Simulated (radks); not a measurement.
Problem. Be2+, 2 electrons, occupied as 1s1.5 2p0.5 (fractional occupations, a model configuration). Calculated with a radial shooting solver on a logarithmic mesh with Libxc functionals: Dirac Kohn-Sham, RPBE, spin-unpolarised, spherical densities, finite nucleus; open shells fill j = l - 1/2 first; Fermi nuclear charge, rms radius 2.519 fm. Some entries of the table are withheld. Estimate them.

orbital  occ.  eigenvalue (hartree)  <r^2> (bohr^2)
1s1/2     1.5              -5.50782             (1)
2s1/2       0              -0.93396           4.337
2p1/2     0.5              -0.79938             (2)
2p3/2       0              -0.79924             (3)

Solution. 
(1) 1s1/2 <r^2> (bohr^2): 0.2166
(2) 2p1/2 <r^2> (bohr^2): 3.953
(3) 2p3/2 <r^2> (bohr^2): 3.955
